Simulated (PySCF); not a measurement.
From one molecule to another.

First species: CH10N2OSi3.
Z-matrix (Å and degrees, GFN2-xTB geometry), rows numbered from 1:
```
N 
C   1  1.3476
O   2  1.2224  1  120.95
Si  2  1.9292  1  117.77  3  -179.81
Si  4  2.3052  2  109.69  1   172.05
N   5  1.7252  4  106.66  2   -15.02
Si  6  1.7300  5  130.15  4  -173.47
H   1  1.0100  2  120.00  3    -0.63
H   1  1.0035  2  121.15  3  -178.88
H   4  1.4734  2  103.58  1   -62.91
H   4  1.4750  2  103.41  1    44.42
H   5  1.4766  4  112.10  2   107.56
H   5  1.4709  4  112.95  2  -132.82
H   6  1.0130  5  113.60  4    22.15
H   7  1.4616  6  106.18  5   167.65
H   7  1.4686  6  111.84  5   -71.49
H   7  1.4638  6  106.97  5    47.77
```

Second species: CH10N2OSi3.
Cartesian coordinates in Å at the GFN2-xTB level; atoms count from 1:
```
atom  x, y, z in Å
C1    -1.275    1.689    0.139
N2    -0.236    0.691    0.213
Si3    1.442    1.116    0.003
Si4    2.216   -1.038    0.241
O5     0.753   -1.769    0.377
Si6   -0.672   -0.982    0.343
N7    -1.498   -1.510   -1.073
H8    -1.620    1.830   -0.891
H9    -2.130    1.389    0.745
H10   -0.907    2.646    0.507
H11    1.618    1.783   -1.302
H12    1.744    2.131    1.031
H13    2.849   -1.699   -0.904
H14    2.921   -1.415    1.470
H15   -1.315   -1.231    1.633
H16   -2.405   -1.123   -1.268
H17   -1.493   -2.497   -1.274
```

Levels: CAM-B3LYP/def2-SVPD for HOMO energy, LUMO energy, HOMO–LUMO gap and static isotropic polarisability; TDDFT CAM-B3LYP/def2-SVPD for lowest singlet excitation; TDA CAM-B3LYP/def2-SVPD for lowest triplet excitation (Tamm–Dancoff). Geometries: GFN2-xTB. Each structure is a single optimised conformer of the isolated species, non-relativistic unless stated; the electronic structure was computed with PySCF and density fitting.

Dipoles, sizes and rotational constants follow the conformer. The torsions of the flexible species, by atom-mapped SMILES:
- `[NH2:1][C:2](=[O:3])[SiH2:4][SiH2:5][NH:6][SiH3:7]`: N1–C2–Si4–Si5 172°, C2–Si4–Si5–N6 -15°, Si4–Si5–N6–Si7 -173°, H–N1–C2–O3 -1°, H–N1–C2–O3 -179°

The conformers of `CN1[SiH2][SiH2]O[Si@@H]1N` aren't listed.

Values for the first species:

| Property | Result |
| --- | --- |
| HOMO energy | -8.48 eV |
| LUMO energy | 0.42 eV |
| HOMO–LUMO gap | 8.90 eV |
| Lowest singlet excitation | 4.87 eV |
| Lowest triplet excitation (Tamm–Dancoff) | 4.28 eV |
| Static isotropic polarisability | 113.5 au |

Problem. Estimate the same properties for the second species, and the change in each.

Solution. 
```tsv
property	first	second	second less first
HOMO energy	-8.48 eV	-8.20 eV	+0.28 eV
LUMO energy	0.42 eV	0.55 eV	+0.13 eV
HOMO–LUMO gap	8.90 eV	8.75 eV	-0.15 eV
lowest singlet excitation	4.87 eV	5.71 eV	+0.84 eV
lowest triplet excitation (Tamm–Dancoff)	4.28 eV	5.49 eV	+1.21 eV
static isotropic polarisability	113.5 au	102.7 au	-10.8 au
```

On the first: S1 lies 4.03 eV below the HOMO–LUMO gap; its leading configuration is HOMO−1→LUMO+1, weight 0.81. In wavenumbers S1 is 39300 cm⁻¹ (1 eV = 8065.54 cm⁻¹).

On the second: The vertical singlet–triplet gap S1 − T1 is 0.22 eV (TDDFT singlet less Tamm–Dancoff triplet; S1: HOMO→LUMO, weight 0.89; T1: HOMO→LUMO, weight 0.84). S1 lies 3.04 eV below the HOMO–LUMO gap; its leading configuration is HOMO→LUMO, weight 0.89.
